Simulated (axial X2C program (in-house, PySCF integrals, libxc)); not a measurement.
Which molecule has these constants?

Computed with an in-house all-electron X2C program for linear molecules (integrals from PySCF), spin-free (one-electron X2C) or two-component (2c: spin–orbit coupling with atomic mean-field Coulomb and Gaunt terms, which also bring small scalar terms), in Dyall basis sets with cores contracted in-house; open shells are unrestricted.

A two-component PBE0 calculation in a Dyall 3-zeta basis gave Re = 1.682 Å, ωe = 819.2 cm⁻¹, De = 3.37 eV, dipole magnitude 6.51 D, Ω = 3/2.

**Question.** Which molecule is it?
A. LiBe
B. LiC
C. LiB
D. LiO
E. LiF

**Answer.** D. The others have LiB 2.131 Å and 546.4 cm⁻¹ (Ω = 2); LiF 1.561 Å and 912.2 cm⁻¹ (Ω = 0); LiC 1.876 Å and 697.2 cm⁻¹ (Ω = 3/2); LiBe 2.579 Å and 345.5 cm⁻¹ (Ω = 1/2).

Each entry is the lowest single determinant of a limited PBE0 search at one distance. De goes to single-determinant-based atoms at the same level (for ions the charge split of lowest energy) and is withheld (n/a) where an atom does not fit its ground term or J level. Main or longest-lived isotopes. One determinant is a doubtful description, or other states lie close, for LiO, LiB, LiC; these need not be ground states, and all values refer to the states named. Some open-shell Ω = 0 determinants are out of reach, so the Ω given for LiB need not be the lowest component. With several unpaired electrons the Ω given is that of one determinant, not necessarily of the lowest component. Some light 2c atoms are not at their ground J level, so De misses part of their lowering (0.04 eV or less). The functionals have no current term, which raises determinants with orbital currents.
